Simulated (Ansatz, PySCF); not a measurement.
dichloro(silyloxy)silane (Cl2H4OSi2), SMILES Cl[SiH](O[SiH3])Cl. Atoms are numbered in the order given.

```xyz
9

Si    -2.2916    -0.7331     0.4492
O     -0.8718    -0.1340     1.1136
Si     0.5978     0.3022     0.5542
Cl     0.3501     1.3632    -1.1859
Cl     1.6953    -1.3708     0.1154
H     -1.9652    -1.5718    -0.7368
H     -3.1613     0.4027     0.0435
H     -2.9658    -1.5498     1.4899
H      1.3101     1.1190     1.5477
```

Coordinates come from a ωB97X-D3(BJ)/def2-SVP optimisation. The values are those of a single conformer.

Two levels are set side by side: PBE-D3(BJ)/def2-SVP (Ansatz, an electronic-structure program) and ωB97X-D3(BJ)/def2-SVP (PySCF). Each level has its own optimised geometry; the coordinates shown are those of the second. Frequencies come from the Hessian of PySCF at each geometry. Differences are taken from unrounded values.

| quantity | ωB97X-D3(BJ) |
|---|---|
| mean bond length (Å) | 1.668 |
| bond Si1–O2 (Å) | 1.678 |
| bond O2–Si3 (Å) | 1.632 |
| bond Si3–Cl4 (Å) | 2.053 |
| bond Si3–Cl5 (Å) | 2.048 |
| bond Si1–H6 (Å) | 1.489 |
| bond Si1–H7 (Å) | 1.487 |
| bond Si1–H8 (Å) | 1.485 |
| bond Si3–H9 (Å) | 1.470 |
| highest harmonic wavenumber (cm⁻¹) | 2368 |
| mean harmonic wavenumber (cm⁻¹) | 912 |
| zero-point energy (kcal/mol) | 27.39 |

**Question.** What does PBE-D3(BJ) give, and how far is it from ωB97X-D3(BJ)? (An estimate is asked for; the answer gives what the named calculation found.)

**Answer.** 
```tsv
quantity	PBE-D3(BJ)	PBE-D3(BJ) minus ωB97X-D3(BJ)
mean bond length (Å)	1.683	0.016
bond Si1–O2 (Å)	1.692	0.014
bond O2–Si3 (Å)	1.649	0.017
bond Si3–Cl4 (Å)	2.071	0.018
bond Si3–Cl5 (Å)	2.068	0.020
bond Si1–H6 (Å)	1.502	0.014
bond Si1–H7 (Å)	1.501	0.014
bond Si1–H8 (Å)	1.498	0.014
bond Si3–H9 (Å)	1.485	0.015
highest harmonic wavenumber (cm⁻¹)	2258	-110
mean harmonic wavenumber (cm⁻¹)	866	-46
zero-point energy (kcal/mol)	26.01	-1.39
```

Exact exchange shortens and stiffens bonds; PBE has none. Differences between two approximate levels are no errors against the true value.
